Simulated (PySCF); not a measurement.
**C₆ coefficients of unlike pairs at PBE**

Calculated with PySCF 2.14 from the dipole response of each species, C₆(A,B) = (3/π) ∫ α_A(iu) α_B(iu) du, in atomic units, from isotropic polarisabilities. For ions this is the dispersion term alone; charge-induced terms of lower order in 1/R come first.

| species | configuration | basis | relativity | α (bohr³) | C₆ (like pair) |
| --- | --- | --- | --- | --- | --- |
| Ne²⁺ | [He] 2s2 2p4 (3P) | aug-cc-pVDZ-DK (4s3p2d) | spin-free X2C | 0.8489 | 1.086 |
| Co | [Ar] 3d7 4s2 (4F) | dyall-av2z (16s12p7d2f) | none | 54.39 | 453.6 |
| Al⁺ | [Ne] 3s2 (1S) | x2c-TZVPPall with one added diffuse shell each of s, p, d type (6s6p4d1f) | spin-free X2C | 24.05 | 121.3 |
| Bi²⁺ | [Xe] 4f14 5d10 6s2 6p1 (2P) | aug-cc-pVQZ-PP with ECP60MDF (7s7p5d3f2g) | core potential | 16.05 | 116.6 |

(1) Estimate C₆ for Bi²⁺ with Ne²⁺.

No spin-orbit coupling is included.

The other pairs:

```
     pair     C₆
Al⁺, Ne²⁺  7.719
 Co, Ne²⁺  14.36
 Bi²⁺, Co  204.9
  Al⁺, Co  232.6
Bi²⁺, Al⁺  109.5
```

Results:

(1) The integral gives 10.02. The combination rule 2 C_A C_B / (C_A α_B/α_A + C_B α_A/α_B) gives 9.486 and the geometric mean 11.25.
